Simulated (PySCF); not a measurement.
BH2, charge +1, multiplicity 1. Atoms are numbered in the order given.

```xyz
3

B      0.0000     0.0000     0.0000
H      0.0000     0.0000    -1.1861
H      0.0000     0.0000     1.1861
```
Charge +1, spin multiplicity 1.

Geometry optimised at PBE-D3(BJ)/def2-TZVPD. The multiplicity is an assumed one; other spin states were not compared. The isomer is the one that the SMILES or the coordinates give; other isomers of the formula were not compared.

All values below come from PySCF with PBE-D3(BJ)/def2-TZVPD.

No scaling factor is applied to the harmonic values.

Modes within 1.5 cm⁻¹ of each other (mostly degenerate sets) share a row, with their intensities summed.

```
mode  ν (cm⁻¹)  IR (km/mol)  moving atoms (share of kinetic energy)
----  --------  -----------  --------------------------------------
1–2        977         57.1                          H 84 %, B 16 %
3         2593          0.0                                 H 100 %
4         2885         40.5                          H 84 %, B 16 %
```
